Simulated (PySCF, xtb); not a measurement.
Sn(Br)(OH)2(NH2) (BrH4NO2Sn), SMILES [NH2][Sn]([OH])([OH])[Br]. One conformer was computed; it need not be the lowest.

Harmonic wavenumbers (cm⁻¹) from GFN2-xTB run with xtb 6.7.1 at its own minimum, in rising order: 67, 93, 99, 123, 137, 145, 212, 215, 260, 414, 490, 516, 757, 789, 799, 822, 1455, 3371, 3399, 3626, 3643.

What does PBE-D3(BJ)/def2-SVP (PySCF) give at its own minimum? (Estimate from the structure and the level; the computed values follow.)

71, 100, 112, 140, 148, 160, 184, 224, 252, 536, 595, 605, 677, 844, 867, 876, 1481, 3390, 3493, 3696, 3701. Paired by order, the mean absolute difference is 46 cm⁻¹ and the zero-point energies are 30.6 and 31.7 kcal/mol.
